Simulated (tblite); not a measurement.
NO, doublet, geometry from GFN2-xTB; GFN1-xTB (tblite).

tblite was given this input:
```
$ tblite run mol.xyz --method gfn1 --charge 0 --spin 1 --spin-polarized --json tblite.json --no-restart

# file mol.xyz
2

N     -0.00000000    -0.00000000    -0.61625478
O      0.00000000     0.00000000     0.53922293
```

The log (banner, timings and long lists left out):

```
xTB calculator
 | screened Coulomb repulsion
 | Coulomb electrostatics
 |  * isotropic Klopman-Ohno-Mataga-Nishimoto electrostatics
 |  * onsite third-order electrostatics
 | DFT-D3(BJ) dispersion correction
 | Interactions (1)
 | [1] spin polarization

halogen bonding energy    0.0000000000000E+00 Eh
repulsion energy          3.2146003405261E-02 Eh
dispersion energy        -1.2491327574014E-04 Eh
interaction energy        0.0000000000000E+00 Eh
number of electrons       1.1000000000000E+01 e
integral cutoff           1.6413204039796E+01 bohr

------------------------------------------------------------
  cycle        total energy    energy error   density error
------------------------------------------------------------
      1     -7.695791596185  -7.7278127E+00   4.4669547E-01
      2     -7.740013648328  -4.4222052E-02   2.1043458E-01
      3     -7.742882674411  -2.8690261E-03   1.2587481E-01
      4     -7.743418545141  -5.3587073E-04   1.2173479E-02
      5     -7.743201485101   2.1706004E-04   2.1374876E-02
      6     -7.743470531875  -2.6904677E-04   5.1741183E-04
      7     -7.743470649539  -1.1766382E-07   3.2796264E-05
      8     -7.743470649858  -3.1916247E-10   1.0082006E-05
------------------------------------------------------------

electronic energy        -7.7754917399873E+00 Eh
total energy             -7.7434706498577E+00 Eh

Post processing:
 | Mayer-Wiberg bond orders

[Info] JSON dump of results written to 'tblite.json'
```
